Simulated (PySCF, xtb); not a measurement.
BeHBr, SMILES [BeH][Br].

GFN2-xTB (xtb) at its own geometry gives an orbital gap of 5.78 eV and a dipole moment of 2.57 D.

Geometry optimised at PBE0-D3(BJ)/def2-TZVPD.

Question: What does CAM-B3LYP/def2-TZVPD (PySCF) give? (Estimate from the structure and the level; the computed values follow.)

Answer: gap 10.43 eV (levels -10.33 and 0.10 eV), dipole 0.39 D.
